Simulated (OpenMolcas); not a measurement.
**Pt4+: moving or changing the point charges**

Pt4+ among 5 point charges of -2 e arranged as a trigonal bipyramid (D3h), 2.06 Å from the ion, with the axial distance 2.204 Å.
```
   2.0600    0.0000    0.0000  -2.00
  -1.0300    1.7840    0.0000  -2.00
  -1.0300   -1.7840    0.0000  -2.00
   0.0000    0.0000    2.2042  -2.00
   0.0000    0.0000   -2.2042  -2.00
```

```
Program             : OpenMolcas
Method              : CASSCF
Basis               : ANO-RCC-VDZP [7s6p4d2f]
Scalar Hamiltonian  : DKH2, point nucleus
Active space        : 6 electrons in 5 orbitals (5d)
State averaging     : 2S+1 = 5 even, 5 roots; 2S+1 = 3 even, 45 roots; 2S+1 = 1 even, 50 roots
Spin-orbit coupling : state interaction with AMFI integrals over the reference wave functions
```

Runs around this geometry, states (labels of D3, the rotations of D3h). Energies in cm-1 above the lowest state or level, χT in cm3 K/mol.

| R (Å) | q (e) | Axial / equatorial distance | Ground state | First state of that spin | First gap with spin-orbit (degeneracies) | χT at 300 K | First state of another spin |
| --- | --- | --- | --- | --- | --- | --- | --- |
| 2.06 | -1.6 | 1.07 | 5E | 5E 1404 | 1.1 (1, 1) | 5.014 | 3A2 16203 |
| 1.9 | -2 | 1.07 | 5E | 5E 2342 | 142.6 (2, 1) | 4.781 | 3A2 12847 |
| 2.06 | -2 | 1.07 | 5E | 5E 1622 | 64.8 (2, 1) | 4.967 | 3A2 15196 |
| 2.29 | -2 | 1.07 | 5E | 5E 952.4 | 50.6 (2, 1) | 5.056 | 3A2 17128 |
| 2.06 | -2 | 1.16 | 5E | 5E 3489 | 73.6 (2, 1) | 4.723 | 3A2 16903 |

Taking the first state of the same spin as R^-n, n = -ln(952.4 / 2342) / ln(2.29 / 1.9) = 4.8 between the shortest and longest distance.

Scaling the charges by -1.6 / -2 = 0.80 scales the first state of the same spin by 1404 / 1622 = 0.87; with fixed orbitals a first-order splitting would follow the charge.

Without dynamic correlation the repulsion within the d shell is too large (B by tens of per cent), so at a given field states of lower spin stand too high. Point charges give a weaker field than real ligands, and real ions of this kind are as a rule low spin; the high spin found here belongs to the model. Spin-orbit coupling mixes the spin-free states strongly: the lowest level takes only 48 % from its leading state, 5E (figures for R = 2.06, q = -1.6, ratio = 1.07; the like holds for R = 2.06, q = -2, ratio = 1.16). An orbital doublet at a regular site is open to a Jahn-Teller distortion, which this geometry leaves out (holds for R = 1.9, q = -2, ratio = 1.07; R = 2.06, q = -2, ratio = 1.07; R = 2.29, q = -2, ratio = 1.07; R = 2.06, q = -2, ratio = 1.16). This shell can be high or low spin here, a state of another spin lies low, and with metal d orbitals alone active their balance is uncertain, so the ground spin may be wrong (holds for R = 1.9, q = -2, ratio = 1.07). The ground term spreads over less than 5000 cm-1, several times less than with real ligands, so orbital moments are less quenched and χT lies further from the spin-only value than at real sites (holds for R = 2.29, q = -2, ratio = 1.07; R = 2.06, q = -2, ratio = 1.16). Point charges carry no covalency, so the field is a model and not that of real ligands. No measured value stands beside these numbers.
